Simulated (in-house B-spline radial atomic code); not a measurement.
**CAM-B3LYP excitations of Al3+**

Method: CAM-B3LYP. Computed with an all-electron radial atomic-structure program (B-spline basis): linear response of the closed shell [He] 2s2 2p6 with the functional's adiabatic kernel; non-relativistic, point nucleus, no spin-orbit coupling, no double excitations, S, P, D and F terms only. Only terms of natural parity with L up to 3 were computed.

Command:
```bash
python run_td.py task.json out
```
Settings (radii: box in bohr, nucleus in fm):
```
Z                        13
electrons                10
configuration            [He] 2s2 2p6
hamiltonian              nr
method                   camb3lyp
box_radius               23.08
intervals                51
```

Run time, properties included: 0.5 s on 1 thread of Arm Neoverse N1, with other jobs on the host.

The lowest states, in the order of their Tamm-Dancoff energies; the method's threshold (minus the highest occupied level) is 110.13 eV. Labels give the largest channel, * marks a mixed state, and oscillator strengths are full-response dipole values. Semilocal kernels can invert the small singlet-triplet splittings of Rydberg terms. Energies in eV:

```csv
state,full response,Tamm-Dancoff,oscillator strength
2p → 3s 3P,71.47,71.49,-
2p → 3s 1P,72.39,72.41,0.19
2p → 3p 3S,78.28,78.32,-
2p → 3p 3D,78.88,78.89,-
2p → 3p 1D,79.56,79.56,-
2p → 3p 1S,83.07,83.41,-
2p → 3d 3P,88.36,88.37,-
2p → 3d 3F,88.44,88.45,-
2p → 3d 1F,88.75,88.75,-
2p → 3d 1P,89.47,89.51,0.603
2p → 4s 3P,92.37,92.37,-
2p → 4s 1P,92.61,92.61,0.039
2p → 4p 3S,94.63,94.64,-
2p → 4p 3D,?,?,-
2p → 4p 1D,?,?,-
2p → 4p 1S,96.15,96.27,-
```

Task: Where does 2p → 4p 3D lie?

Result: At 94.83 eV in full response, 94.83 eV in Tamm-Dancoff.

Task: Where does 2p → 4p 1D lie?

Result: At 95.03 eV in full response, 95.03 eV in Tamm-Dancoff.

Task: How large is the singlet-triplet splitting of 2p → 3s (P terms) in Tamm-Dancoff?

Result: 0.926 eV, from the unrounded values.

Task: What polarisabilities and dispersion coefficient does the method give?

Result: Dipole 0.2797 bohr³, quadrupole 0.2401 bohr⁵, C6 0.2609 hartree·bohr⁶ for two such species.
